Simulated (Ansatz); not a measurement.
`[GaH2][GeH3]`, charge 0, multiplicity 1.

Task: Give a relaxed structure at PBE0-D4/def2-TZVP (Ansatz). (Estimate.)

Result: The calculation gave: 
```xyz
7

Ga    0.3706   -1.3599    0.0931
Ge   -0.2444    1.0007   -0.0600
H    -0.0522   -2.2096    1.3463
H     1.1679   -2.0580   -1.0677
H     0.6987    1.8099   -0.9693
H    -1.6617    1.1244   -0.6580
H    -0.2789    1.6925    1.3156
```
Point group Cs.
